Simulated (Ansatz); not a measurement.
# Relative stability

The two ends of one reaction step of SiH5SeBr, closed shell (PBE0-D4/def2-TZVP).

A:

```xyz
8
angstrom
Si -1.1645 0.7191 -0.5196
Br -1.7733 -1.0764 0.6498
H -0.1929 0.2971 -1.5515
H -0.5716 1.7044 0.4098
H -2.3887 1.2655 -1.1502
H 1.1879 -1.1689 1.4032
Se 2.3794 -0.4332 0.9638
H 2.5236 -1.3076 -0.2051
```

B:

```
8
angstrom
Si -0.1219 1.0187 -0.6595
Br -1.4669 -2.2030 1.8597
H 0.4528 1.6238 -1.8848
H -0.6014 2.0713 0.2656
H -1.2168 0.0857 -1.0139
H -0.2950 -1.4627 1.4502
Se 1.5061 -0.0775 0.5265
H 1.7430 -1.0561 -0.5438
```

Computed with Ansatz 0.2.0 (basis: def2-TZVPP); correlated methods freeze the cores. Filled d shells of the heavier atoms are correlated. The def2 sets are not built for correlating such inner shells, so the correlated values are less sure here. B3LYP uses VWN-RPA correlation.

Q: Which structure is lower at CCSD(T), and by how much? (To be estimated.)

A: The calculation gives: A, by 25.8 kJ/mol (electronic energy, against the other). By their contacts, A is a complex of SiH₃Br ([SiH3][Br]) + H₂Se and B is a complex of SiH₄Se ([SiH3][SeH]) + HBr.

All methods give the same order:

```json
{"method": "SPW92", "E(B) − E(A) (kJ/mol)": "10.3"}
{"method": "PBE-D4", "E(B) − E(A) (kJ/mol)": "15.6"}
{"method": "BLYP-D4", "E(B) − E(A) (kJ/mol)": "19.6"}
{"method": "r2SCAN-D4", "E(B) − E(A) (kJ/mol)": "21.7"}
{"method": "B97M-V", "E(B) − E(A) (kJ/mol)": "27.2"}
{"method": "PBE0-D4", "E(B) − E(A) (kJ/mol)": "20.2"}
{"method": "B3LYP-D4", "E(B) − E(A) (kJ/mol)": "23.4"}
{"method": "r2SCAN0-D4", "E(B) − E(A) (kJ/mol)": "24.3"}
{"method": "BHLYP-D4", "E(B) − E(A) (kJ/mol)": "29.2"}
{"method": "CAM-B3LYP-D4", "E(B) − E(A) (kJ/mol)": "26.7"}
{"method": "wB97X-V", "E(B) − E(A) (kJ/mol)": "28.3"}
{"method": "wB97M-V", "E(B) − E(A) (kJ/mol)": "29.0"}
{"method": "B2PLYP", "E(B) − E(A) (kJ/mol)": "25.6"}
{"method": "PBE-QIDH", "E(B) − E(A) (kJ/mol)": "24.1"}
{"method": "RPA on PBE", "E(B) − E(A) (kJ/mol)": "28.1"}
{"method": "HF", "E(B) − E(A) (kJ/mol)": "41.8"}
{"method": "MP2", "E(B) − E(A) (kJ/mol)": "24.6"}
{"method": "CCSD", "E(B) − E(A) (kJ/mol)": "28.4"}
{"method": "CCSD(T)", "E(B) − E(A) (kJ/mol)": "25.8"}
```

The T1 diagnostic stays at or below 0.008.

Labels in which every atom is bracketed show which atoms are joined, not bond orders.

For scale, one of the runs: CCSD(T)/def2-TZVPP, 208 basis functions (an equivalent command: `ansatz run in.yaml --threads 4`). Time: 2 min of wall clock on 4 CPU threads; the host was shared. Peak host memory: 2.7 GiB.
